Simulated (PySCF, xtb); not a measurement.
AlH₂Cl, SMILES [AlH2][Cl].

xtb with GFN2-xTB at its own geometry gives an orbital gap of 5.08 eV and a dipole moment of 0.03 D.

The structure is a stationary point at B3LYP-D3(BJ)/def2-TZVP.

### Question
What does PySCF with r2SCAN/def2-TZVPD give? (The exact figures need the calculation; the answer reports its results.)

### Answer
gap 5.55 eV (levels -7.63 and -2.07 eV), dipole 1.27 D.
